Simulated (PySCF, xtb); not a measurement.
methyl(silylsulfanyl)silane (CH8SSi2), SMILES C[SiH2]S[SiH3]. The values are those of a single conformer.

Harmonic wavenumbers (cm⁻¹) from GFN2-xTB in xtb at its own minimum, in rising order: 32, 86, 115, 128, 173, 442, 463, 506, 531, 557, 598, 680, 748, 753, 762, 776, 789, 824, 834, 1367, 1476, 1479, 2261, 2286, 2299, 2331, 2372, 3026, 3031, 3045.

### Question
What does PBE-D3(BJ)/def2-SVP (PySCF) give at its own minimum? (An estimate is asked for; the answer gives what the named calculation found.)

### Answer
22, 83, 121, 166, 189, 450, 467, 502, 598, 607, 668, 669, 717, 854, 858, 891, 897, 900, 926, 1214, 1376, 1383, 2145, 2151, 2161, 2176, 2188, 2977, 3078, 3089. Paired by order, the mean absolute difference is 71 cm⁻¹ and the zero-point energies are 49.7 and 49.4 kcal/mol.
